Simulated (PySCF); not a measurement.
ZnH2, SMILES [ZnH2]. Atoms are numbered in the order given.

```xyz
3

Zn     0.0000     0.0000     0.0000
H      0.0000     0.0000    -1.5458
H      0.0000     0.0000     1.5458
```
Charge 0, spin multiplicity 1.

Coordinates come from a PBE-D3(BJ)/def2-TZVPD optimisation. The isomer is the one that the SMILES or the coordinates give; other isomers of the formula were not compared.

Two levels are set side by side: PBE/pcSseg-2 (PySCF) and PBE0/pcSseg-2 (PySCF). GIAO shifts against TMS (¹H) at the same level; non-relativistic, no solvent, atoms listed together averaged. Differences are taken from unrounded values.

```tsv
quantity	PBE0	PBE	PBE minus PBE0
δ(¹H) of H2, H3 (ppm)	4.50	4.63	0.14
```

Rough cost on one machine, each run with all the roots and properties that it gave: PBE0 against PBE within a factor of 2.
